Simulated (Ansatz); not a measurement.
A nudged elastic band was laid between two geometries of H$_{3}$NSSn (6 atoms, charge 0, multiplicity 1).

Level of theory: RHF/def2-SVP in Ansatz.

* movable images: 5
* climbing image: yes
* spring: 5.0 eV/Å²
* optimiser: quadratic models (default)
* start path: through a guess of the saddle point
* force threshold: 0.05 eV/Å
* iteration limit: 60
* end points: relaxed

Initial state:

```xyz
6
Properties=species:S:1:pos:R:3
N -0.916 0.214 -0.990
Sn 0.263 -1.211 -0.195
S 1.200 0.314 1.510
H -0.980 1.166 -0.680
H -1.525 0.047 -1.769
H 1.999 -0.594 2.078
```

Final state:

```xyz
6
Properties=species:S:1:pos:R:3
N -0.914 0.214 -0.989
Sn 0.260 -1.216 -0.195
S 1.196 0.313 1.505
H -1.526 0.050 -1.766
H -0.973 1.166 -0.677
H 1.999 -0.590 2.076
```

Problem. Which bonds break or form, and what moves?

Solution. No bond is made or broken. The dihedral H4–N1–Sn2–S3 goes from 0 to -180°. The two ends are copies of one structure, up to a mirror image or an exchange of like atoms.

Problem. Give the energies along the band, and the barrier.

Solution. The forces met the threshold. The highest image is number 3 of 0 to 6, 48.6 kJ/mol above the ends, which have the same energy within 2 meV. A vibrational analysis at the climbing image gives one clearly imaginary mode, 415i cm⁻¹: a first-order saddle point.

```json
{"image": "0", "path coordinate (Å)": "0.00", "energy (kJ/mol)": "0.0", "dihedral H4–N1–Sn2–S3 (°)": "0"}
{"image": "1", "path coordinate (Å)": "0.51", "energy (kJ/mol)": "11.4", "dihedral H4–N1–Sn2–S3 (°)": "31"}
{"image": "2", "path coordinate (Å)": "1.03", "energy (kJ/mol)": "36.5", "dihedral H4–N1–Sn2–S3 (°)": "75"}
{"image": "3", "path coordinate (Å)": "1.54", "energy (kJ/mol)": "48.6", "dihedral H4–N1–Sn2–S3 (°)": "114"}
{"image": "4", "path coordinate (Å)": "2.06", "energy (kJ/mol)": "36.5", "dihedral H4–N1–Sn2–S3 (°)": "134"}
{"image": "5", "path coordinate (Å)": "2.58", "energy (kJ/mol)": "11.3", "dihedral H4–N1–Sn2–S3 (°)": "153"}
{"image": "6", "path coordinate (Å)": "3.09", "energy (kJ/mol)": "0.0", "dihedral H4–N1–Sn2–S3 (°)": "-180"}
```

Problem. What is the geometry of the highest image?

Solution. 
```xyz
6
Properties=species:S:1:pos:R:3
N -0.953 0.379 -0.882
Sn 0.694 -0.800 -0.473
S 0.960 0.050 1.814
H -0.855 1.090 -1.588
H -1.832 -0.086 -1.037
H 2.028 -0.696 2.120
```

Problem. What are the harmonic wavenumbers there?

Solution. 415i, 161, 323, 380, 382, 593, 694, 719, 1660, 2844, 3731, 3821 cm⁻¹.

Run time: 88 s on 1 thread of Arm Neoverse V2, on a shared host, peak memory 0.25 GiB.
